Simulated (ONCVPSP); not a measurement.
**Ge, ONCV: configuration errors across variants**

germanium (Ge), optimised norm-conserving Vanderbilt (ONCV), made with ONCVPSP 4.0.1 (LDA (Perdew-Wang 92), scalar-relativistic). Core [Ar] 3d10, reference 4s2 4p1.75 (charge +0.25). Waves: 4s: rc 1.85 bohr, ncon 3, nbas 6, qcut 4.5 1/bohr, local; 4p: rc 2.10 bohr, ncon 3, nbas 8, qcut 4 1/bohr, 3 projectors, debl 1.1 Ha. Local part: the s channel. Core correction: none.

All-electron excitation energies from the reference (eV): (1) 4s2 4p2 -1.223; (2) 4s2 4p1 6.408; (3) 4s2 4p0 22.118; (4) 4s1 4p3 6.823.

Errors AE − PS in meV (a dash: test not solved or not reliable):

| change | (1) | (2) | (3) | (4) | bound ghosts | GHOST(+) flags above zero |
| --- | --- | --- | --- | --- | --- | --- |
| base | +0.2 | +2.3 | +28 | +12 | none | none |
| core correction Teter function, fcfact 2.75, rcfact 1.3 | +0.1 | -0.4 | -4.7 | +1.8 | none | none |
| p: nproj 1 | +0.2 | +2.5 | +28 | +12 | none | p |

Give the same row for: all radii scaled by about 1.16 (s 2.14, p 2.44 bohr).

+0.2, +1.9, +25, +10; bound ghosts: none; GHOST(+) flags above zero: none.
